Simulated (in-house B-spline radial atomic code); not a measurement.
A run on neutral arsenic that did not converge. Method: scalar-relativistic (X2C) wB97X, spin-polarised, spherical fractional occupations, Fermi nucleus of rms radius 4.0968 fm; computed with a B-spline radial code for spherical atoms.

Command:
```bash
python run_scf.py task.json out
```
Settings (nuclear radius in fm, mass in u):
```
Z                33
configuration    [Ne] 3s2 3p5.375 3d10 4s2 4p3 4d0.625
hamiltonian      x2c
method           wb97x
spin_polarised   True
nucleus          fermi
rms_radius       4.0968
atomic_mass      74.92159
speed_of_light   137.035999084
```

First and last ten iterations of the last attempt (damped for 15 steps, keeping 80 % of the old Fock matrix, then DIIS):
```
 iter        energy (Eh)    residual
    1       -2256.578265    3.93e-01
    2       -2257.031034    1.41e-01
    3       -2257.316839    8.47e-02
    4       -2257.419785    5.06e-02
    5       -2257.459209    3.34e-02
    6       -2257.474349    2.33e-02
    7       -2257.480259    1.65e-02
    8       -2257.482578    1.19e-02
    9       -2257.483930    8.67e-03
   10       -2257.484523    6.39e-03
  111       -2257.485310    8.75e-04
  112       -2257.485211    9.01e-04
  113       -2257.485181    7.95e-04
  114       -2257.484365    1.11e-03
  115       -2257.485224    8.70e-04
  116       -2257.485146    7.34e-04
  117       -2257.485025    9.56e-04
  118       -2257.485185    8.50e-04
  119       -2257.485330    7.54e-04
  120       -2257.484972    8.40e-04
 not converged after 120 iterations
```

The smallest residual met was 3.4e-04; the threshold is about 3e-07. No energy from this run should be used. Cost of the run: 21 s on 1 thread of Arm Neoverse V2 (shared host).
